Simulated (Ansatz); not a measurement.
Consider the substitution at a C–B bond: `CB(C)C=O` + `[OH][AlH][Cl]` → `C[O][AlH][Cl]` + `CBC=O`.

Program: Ansatz. Geometries: PBE0-D4/def2-TZVP. ΔE: electronic, gas phase. CBS: MP2 limit from def2 TZ/QZ plus the TZ coupled-cluster correction, frozen cores. This one scheme is used for every species. Functionals use def2-TZVPP. HSE06 is defined as in plane-wave codes. Each species was taken in one conformer, which may not be the lowest.

`CB(C)C=O`:

```xyz
12

C     0.165   -1.452    0.443
B    -0.080    0.019   -0.012
C     0.899    1.198    0.272
C    -1.376    0.332   -0.867
O    -1.361    0.201   -2.073
H    -0.500   -1.644    1.299
H     1.185   -1.652    0.778
H    -0.123   -2.179   -0.320
H     1.608    1.005    1.079
H     0.411    2.164    0.429
H     1.486    1.312   -0.652
H    -2.315    0.696   -0.375
```

`[OH][AlH][Cl]`:

Cartesian coordinates in Å:
```
O -0.674 -0.883 -0.653
Al 0.144 0.463 -0.057
Cl 1.085 0.365 1.813
H -0.746 -1.716 -0.191
H 0.191 1.771 -0.912
```

`C[O][AlH][Cl]`:

```xyz
8

C    -0.108   -0.995    0.817
O    -0.285   -0.424   -0.449
Al    0.024    1.054   -1.166
Cl    0.907    2.573   -0.021
H     0.537   -1.876    0.740
H     0.346   -0.297    1.529
H    -1.074   -1.316    1.218
H    -0.347    1.281   -2.668
```

`CBC=O`:

```xyz
9

C     0.256    0.295    1.161
B    -0.366    0.395   -0.256
C    -0.073   -0.681   -1.366
O     0.923   -0.509   -2.038
H    -0.530   -0.156    1.789
H     1.128   -0.356    1.231
H     0.472    1.265    1.613
H    -1.080    1.308   -0.564
H    -0.728   -1.562   -1.570
```

CCSD(T)/CBS gives +114.4 kJ/mol.

**Question.** Another level gave +112.2 kJ/mol. Which?
A. MP2/def2-TZVPP
B. HSE06/def2-TZVPP
C. RPA@PBE/def2-TZVPP
D. B2PLYP/def2-TZVPP

**Answer.** B. HSE06 112.2, B2PLYP 108.1, RPA@PBE/def2-TZVPP 102.0, MP2/def2-TZVPP 118.0 kJ/mol.

Largest T1 diagnostic among the species: 0.016.

Leaving LDA and LC-ωPBE aside and taking each functional with its dispersion term where it has one, the values, not all of them listed here, spread over 11.3 kJ/mol, from BLYP-D4 to r2SCAN0-D4. LDA lies +5.6 kJ/mol from PBE without D4. At CCSD(T), def2-SVP lies −15.6 kJ/mol from the extrapolated value and def2-TZVPP −3.0 kJ/mol. In def2-TZVPP, CCSD(T) changes the Hartree–Fock value by +16.0 kJ/mol (the triples alone add +1.3 kJ/mol) and MP2 by +22.6 kJ/mol.
